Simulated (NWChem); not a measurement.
All runs are NWChem calculations. System: dimethyl carbonate (C3H6O3), charge 0, spin multiplicity 1, at a geometry optimised with PBE/def2-SVP. Level: RHF/def2-SVP.

Part of the output:

```
             Northwest Computational Chemistry Package (NWChem) 7.3.0
             --------------------------------------------------------

                                NWChem Input Module
                                -------------------

 Scaling coordinates for geometry "geometry" by  1.889725989
 (inverse scale =  0.529177249)

 Turning off AUTOSYM since
 SYMMETRY directive was detected!

                             Geometry "geometry" -> ""
                             -------------------------

 Output coordinates in angstroms (scale by  1.889725989 to convert to a.u.)

  No.       Tag          Charge          X              Y              Z
 ---- ---------------- ---------- -------------- -------------- --------------
    1 C                    6.0000    -2.33326200    -0.10107400     0.01858300
    2 O                    8.0000    -1.08696800    -0.04676500     0.71770900
    3 C                    6.0000     0.00000000     0.00000000    -0.07718800
    4 O                    8.0000     0.00000000     0.00000000    -1.29276700
    5 O                    8.0000     1.08696800     0.04676500     0.71770900
    6 C                    6.0000     2.33326200     0.10107400     0.01858300
    7 H                    1.0000    -2.39745500    -1.00963200    -0.61451500
    8 H                    1.0000    -3.11717500    -0.12339600     0.79678700
    9 H                    1.0000    -2.46571600     0.78680800    -0.63281300
   10 H                    1.0000     3.11717500     0.12339600     0.79678700
   11 H                    1.0000     2.39745500     1.00963200    -0.61451500
   12 H                    1.0000     2.46571600    -0.78680800    -0.63281300

 Effective nuclear repulsion energy (a.u.)     250.6976524283

            Nuclear Dipole moment (a.u.)
            ----------------------------
        X                 Y               Z
 ---------------- ---------------- ----------------
    -0.0000000000     0.0000000000    -0.0000113384

      Symmetry information
      --------------------

 Group name             C2
 Group number              4
 Group order               2
 No. of unique centers     7

      Symmetry unique atoms

     1    2    3    4    7    8    9


 Summary of "ao basis" -> "" (spherical)
 ------------------------------------------------------------------------------
       Tag                 Description            Shells   Functions and Types
 ---------------- ------------------------------  ------  ---------------------
[...]
    95     -0.170805   9 H  s               110     -0.170805  12 H  s

 Vector   24  Occ=2.000000D+00  E=-4.723714D-01  Symmetry=b
              MO Center= -3.2D-15,  3.7D-16, -4.5D-01, r^2= 2.7D+00
   Bfn.  Coefficient  Atom+Function         Bfn.  Coefficient  Atom+Function
  ----- ------------  ---------------      ----- ------------  ---------------
    47      0.432697   4 O  py               50      0.347369   4 O  py
    19     -0.278643   2 O  py               61     -0.278643   5 O  py
    22     -0.238983   2 O  py               64     -0.238983   5 O  py

 Vector   25  Occ=0.000000D+00  E= 1.857952D-01  Symmetry=a
              MO Center=  5.6D-15, -5.8D-16, -3.4D-01, r^2= 1.2D+01
   Bfn.  Coefficient  Atom+Function         Bfn.  Coefficient  Atom+Function
  ----- ------------  ---------------      ----- ------------  ---------------
     3      1.982702   1 C  s                73      1.982702   6 C  s
    86     -0.950113   7 H  s               106     -0.950113  11 H  s
    96     -0.942544   9 H  s               111     -0.942544  12 H  s
    91     -0.809477   8 H  s               101     -0.809477  10 H  s
    31     -0.605004   3 C  s                45      0.260953   4 O  s

 Vector   26  Occ=0.000000D+00  E= 1.973184D-01  Symmetry=b
              MO Center=  1.3D-14, -1.1D-16, -2.1D-01, r^2= 1.3D+01
   Bfn.  Coefficient  Atom+Function         Bfn.  Coefficient  Atom+Function
  ----- ------------  ---------------      ----- ------------  ---------------
     3      2.074899   1 C  s                73     -2.074899   6 C  s
    86     -0.966633   7 H  s               106      0.966633  11 H  s
    91     -0.961745   8 H  s               101      0.961745  10 H  s
    96     -0.921816   9 H  s               111      0.921816  12 H  s
     7     -0.258946   1 C  px               77     -0.258946   6 C  px

 Vector   27  Occ=0.000000D+00  E= 2.032139D-01  Symmetry=b
              MO Center= -4.7D-15, -5.2D-16, -3.3D-01, r^2= 3.1D+00
   Bfn.  Coefficient  Atom+Function         Bfn.  Coefficient  Atom+Function
  ----- ------------  ---------------      ----- ------------  ---------------
    36      0.653207   3 C  py               96      0.497407   9 H  s
   111     -0.497407  12 H  s                33      0.488673   3 C  py
    50     -0.443864   4 O  py               86     -0.423336   7 H  s
   106      0.423336  11 H  s                 8     -0.381536   1 C  py
    78     -0.381536   6 C  py               47     -0.322748   4 O  py

 center of mass
 --------------
 x =   0.00000000 y =   0.00000000 z =   0.01874983

 moments of inertia (a.u.)
 ------------------
         177.756333153102         -32.246415139153          -0.000000000000
         -32.246415139153         921.366656052626          -0.000000000000
          -0.000000000000          -0.000000000000         769.667118503571

  Mulliken analysis of the total density
  --------------------------------------

    Atom       Charge   Shell Charges
 -----------   ------   -------------------------------------------------------
    1 C    6     5.79   1.99  0.86  0.19  1.95  0.74  0.06
    2 O    8     8.51   1.99  1.06  0.74  2.86  1.84  0.02
    3 C    6     5.28   1.99  0.89  0.03  1.82  0.36  0.19
    4 O    8     8.45   1.99  1.07  0.73  2.81  1.83  0.02
    5 O    8     8.51   1.99  1.06  0.74  2.86  1.84  0.02
    6 C    6     5.79   1.99  0.86  0.19  1.95  0.74  0.06
    7 H    1     0.95   0.75  0.17  0.02
    8 H    1     0.94   0.75  0.16  0.02
    9 H    1     0.95   0.75  0.17  0.02
   10 H    1     0.94   0.75  0.16  0.02
   11 H    1     0.95   0.75  0.17  0.02
   12 H    1     0.95   0.75  0.17  0.02

       Multipole analysis of the density wrt the origin
       ------------------------------------------------

     L   x y z        total         open         nuclear
     -   - - -        -----         ----         -------
     0   0 0 0     -0.000000      0.000000     48.000000

     1   1 0 0     -0.000000      0.000000     -0.000000
     1   0 1 0     -0.000000      0.000000      0.000000
     1   0 0 1      0.077374      0.000000     -0.000011

     2   2 0 0    -17.659189      0.000000    454.674984
     2   1 1 0      0.333878      0.000000     19.189459
     2   1 0 1      0.000000      0.000000      0.000000
     2   0 2 0    -25.445135      0.000000     12.373321
     2   0 1 1     -0.000000      0.000000      0.000000
     2   0 0 2    -31.400462      0.000000     87.410599

 Task  times  cpu:        1.7s     wall:        1.7s

 Total times  cpu:        1.7s     wall:        1.7s
```

Q: Write an NWChem input that would produce this output.

A: One answer among several that fit: 
```
start mol
memory heap 200 mb stack 900 mb global 1100 mb
geometry units angstroms nocenter noautoz
  C     -2.333262    -0.101074     0.018583
  O     -1.086968    -0.046765     0.717709
  C      0.000000     0.000000    -0.077188
  O      0.000000     0.000000    -1.292767
  O      1.086968     0.046765     0.717709
  C      2.333262     0.101074     0.018583
  H     -2.397455    -1.009632    -0.614515
  H     -3.117175    -0.123396     0.796787
  H     -2.465716     0.786808    -0.632813
  H      3.117175     0.123396     0.796787
  H      2.397455     1.009632    -0.614515
  H      2.465716    -0.786808    -0.632813
  symmetry group C2
end
basis spherical
  * library def2-svp
end
scf
  rhf
  nopen 0
  maxiter 100
  thresh 1e-7
  semidirect memsize 60000000 filesize 0
end
task scf energy
```
